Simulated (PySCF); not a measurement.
Input for PySCF: R-M06-2X/def2-TZVPP on FHOSn (SMILES [OH][Sn][F]), a point of a torsion scan. Elements past Kr take the def2 small-core potentials; no spin–orbit coupling.

```python
from pyscf import gto, dft

mol = gto.M(
    atom='''
    O    -1.03094198    0.05722285    0.04412164
    Sn    0.71705879    0.98513272   -0.08742189
    F     2.12769300   -0.55991444    0.08877569
    H    -1.81357241   -0.48194859   -0.04397631
    ''',
    basis='def2-tzvpp',
    ecp={'Sn': 'def2-tzvpp'},
    charge=0, spin=0, verbose=4, max_memory=1800)
mf = dft.RKS(mol, xc='m062x').density_fit(auxbasis='def2-universal-jkfit')
mf.grids.level = 4
mf.conv_tol = 1e-9
mf.max_cycle = 150
mf.kernel()
mf.dip_moment()
```

It printed:

```
PySCF version 2.14.0

[INPUT] verbose = 4
[INPUT] num. atoms = 4
[INPUT] num. electrons = 40
[INPUT] charge = 0
[INPUT] spin (= nelec alpha-beta = 2S) = 0
[INPUT] symmetry False subgroup None
[INPUT] Mole.unit = angstrom
[INPUT] Symbol           X                Y                Z      unit          X                Y                Z       unit  Magmom
[INPUT]  1 O     -1.030941980000   0.057222850000   0.044121640000 AA   -1.948197992517   0.108135514567   0.083377815767 Bohr   0.0
[INPUT]  2 Sn     0.717058790000   0.985132720000  -0.087421890000 AA    1.355044728312   1.861631037148  -0.165203429392 Bohr   0.0
[INPUT]  3 F      2.127693000000  -0.559914440000   0.088775690000 AA    4.020757047154  -1.058084944789   0.167761740619 Bohr   0.0
[INPUT]  4 H     -1.813572410000  -0.481948590000  -0.043976310000 AA   -3.427155161967  -0.910750841220  -0.083103181869 Bohr   0.0

nuclear repulsion = 118.32206122637
number of shells = 44
number of NR pGTOs = 199
number of NR cGTOs = 126
basis = def2-tzvpp
ecp = {'Sn': 'def2-tzvpp'}


******** <class 'pyscf.df.df_jk.DFRKS'> ********
method = DFRKS
initial guess = minao
damping factor = 0
level_shift factor = 0
DIIS = <class 'pyscf.scf.diis.CDIIS'>
diis_start_cycle = 1
diis_space = 8
diis_damp = 0
SCF conv_tol = 1e-09
SCF conv_tol_grad = None
SCF max_cycles = 150
direct_scf = False
XC library pyscf.dft.libxc version 7.1.2
    S. Lehtola, C. Steigemann, M. J. T. Oliveira, and M. A. L. Marques,  SoftwareX 7, 1–5 (2018)
XC functionals = m062x
    Y. Zhao and D. G. Truhlar,  Theor. Chem. Acc. 120, 215 (2008)
    Y. Zhao and D. G. Truhlar,  Theor. Chem. Acc. 120, 215 (2008)
radial grids:
    Treutler-Ahlrichs [JCP 102, 346 (1995); DOI:10.1063/1.469408] (M4) radial grids

becke partition: Becke, JCP 88, 2547 (1988); DOI:10.1063/1.454033
pruning grids: <function nwchem_prune>
grids dens level: 4
symmetrized grids: False
atomic radii adjust function: <function treutler_atomic_radii_adjust>
small_rho_cutoff = 0
Set gradient conv threshold to 3.16228e-05
Initial guess from minao.
tot grids = 104936
******** <class 'pyscf.df.df.DF'> ********
auxbasis = def2-universal-jkfit
init E= -352.839620692299
  HOMO = -0.774194185073788  LUMO = -0.561922730138967  gap/eV = 5.77620
cycle= 1 E= -389.293863961524  delta_E= -36.5  |g|= 2.07  |ddm|= 30.8
  HOMO = -0.188700934197922  LUMO = 0.01999711596522  gap/eV = 5.67896
cycle= 2 E= -389.602789038247  delta_E= -0.309  |g|= 1.73  |ddm|= 6.02
  HOMO = -0.340622006929706  LUMO = -0.055987332934734  gap/eV = 7.74530
cycle= 3 E= -389.972843970023  delta_E= -0.37  |g|= 0.225  |ddm|= 1.77
  HOMO = -0.342529939503674  LUMO = -0.0636562449176985  gap/eV = 7.58854
cycle= 4 E= -389.976243666025  delta_E= -0.0034  |g|= 0.177  |ddm|= 0.206
  HOMO = -0.352690328945553  LUMO = -0.0647124279244409  gap/eV = 7.83628
cycle= 5 E= -389.98130004157  delta_E= -0.00506  |g|= 0.0106  |ddm|= 0.102
  HOMO = -0.353132699692217  LUMO = -0.0650941680600177  gap/eV = 7.83793
cycle= 6 E= -389.981315386052  delta_E= -1.53e-05  |g|= 0.00551  |ddm|= 0.0113
  HOMO = -0.353196917932664  LUMO = -0.0652890854198134  gap/eV = 7.83437
cycle= 7 E= -389.981320481686  delta_E= -5.1e-06  |g|= 0.00281  |ddm|= 0.00746
  HOMO = -0.353290231503969  LUMO = -0.0652572660153652  gap/eV = 7.83778
cycle= 8 E= -389.981321751699  delta_E= -1.27e-06  |g|= 0.000301  |ddm|= 0.00245
  HOMO = -0.353285553864854  LUMO = -0.0652515709986154  gap/eV = 7.83780
cycle= 9 E= -389.981321776675  delta_E= -2.5e-08  |g|= 5.32e-05  |ddm|= 0.00059
  HOMO = -0.353283967014107  LUMO = -0.0652507385408967  gap/eV = 7.83778
cycle= 10 E= -389.981321777928  delta_E= -1.25e-09  |g|= 2.23e-05  |ddm|= 0.000118
  HOMO = -0.353285511380125  LUMO = -0.065252206155229  gap/eV = 7.83779
cycle= 11 E= -389.981321778084  delta_E= -1.56e-10  |g|= 7.73e-06  |ddm|= 3.59e-05
  HOMO = -0.353285167657326  LUMO = -0.0652519352447989  gap/eV = 7.83778
Extra cycle  E= -389.981321778093  delta_E= -9.27e-12  |g|= 6.38e-06  |ddm|= 1.38e-05
converged SCF energy = -389.981321778093
Dipole moment(X, Y, Z, Debye): -2.01090,  2.97410, -0.68730
```

The calculation finished and met its thresholds.

Cost: very roughly 13 core-seconds.
